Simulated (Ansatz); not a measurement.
`CO[SiH](N)Cl` + `[NH]=[V]([NH2])([OH])[OH]` → `C[N]=[V]([NH2])([OH])[OH]` + `N[SiH](O)Cl`  (substitution at a C–O bond)

Gas-phase electronic energies from Ansatz, PBE0-D4/def2-TZVP geometries. CBS: MP2 limit from def2 TZ/QZ plus the TZ coupled-cluster correction, frozen cores. DFT in def2-TZVPP. For V outer-core shells are correlated without core-valence functions, which leaves a few kJ/mol of doubt a bond. Scalar relativity is left out up to krypton. One conformer a species, not always the lowest.

`CO[SiH](N)Cl`:

Cartesian coordinates in Å:
```
C 1.854 -0.299 -0.379
O 0.626 -0.469 0.295
Si -0.771 0.244 -0.152
N -2.052 -0.113 0.891
Cl -0.475 2.282 -0.116
H 2.213 0.731 -0.285
H 1.766 -0.544 -1.443
H 2.585 -0.970 0.073
H -1.115 -0.156 -1.533
H -2.520 -1.003 0.842
H -2.110 0.298 1.808
```

`[NH]=[V]([NH2])([OH])[OH]`:

Cartesian coordinates in Å:
```
N -0.905 0.942 -0.783
V -0.054 0.058 0.256
N 0.969 -1.019 -0.808
O -1.114 -0.914 1.301
O 0.972 1.079 1.288
H -1.471 1.530 -1.378
H 1.610 -1.687 -0.401
H 0.985 -1.043 -1.814
H -2.063 -0.971 1.178
H 1.072 2.024 1.159
```

`C[N]=[V]([NH2])([OH])[OH]`:

Cartesian coordinates in Å:
```
C -1.871 0.908 0.426
N -0.659 0.219 0.195
V 0.700 -0.608 -0.041
N 1.733 0.554 -1.014
O 0.378 -2.109 -0.948
O 1.470 -1.016 1.515
H -2.057 1.027 1.500
H -2.719 0.370 -0.011
H -1.834 1.907 -0.024
H 1.496 1.482 -1.322
H 2.663 0.289 -1.309
H -0.470 -2.332 -1.332
H 1.169 -0.690 2.364
```

`N[SiH](O)Cl`:

Cartesian coordinates in Å:
```
N 0.457 0.127 -1.109
Si -0.045 0.245 0.510
O -1.446 -0.554 0.753
Cl 1.516 -0.548 1.591
H 1.435 0.108 -1.345
H -0.111 0.480 -1.862
H -0.313 1.594 1.042
H -1.493 -1.453 0.420
```

```tsv
level	ΔE (kcal/mol)
B2PLYP	-14.9
CCSD/CBS(def2)	-14.0
```

Task: What does CCSD(T)/CBS give? (An estimate is asked.)

Result: The calculation gave: -14.0 kcal/mol. The listed levels differ from it by -0.9, 0.0 kcal/mol.

Largest T1 diagnostic among the species: 0.030, so the coupled-cluster value is less sure than usual.

In def2-TZVPP, CCSD(T) changes the Hartree–Fock value by −2.4 kcal/mol (the triples alone add −0.1 kcal/mol) and MP2 by −7.2 kcal/mol.
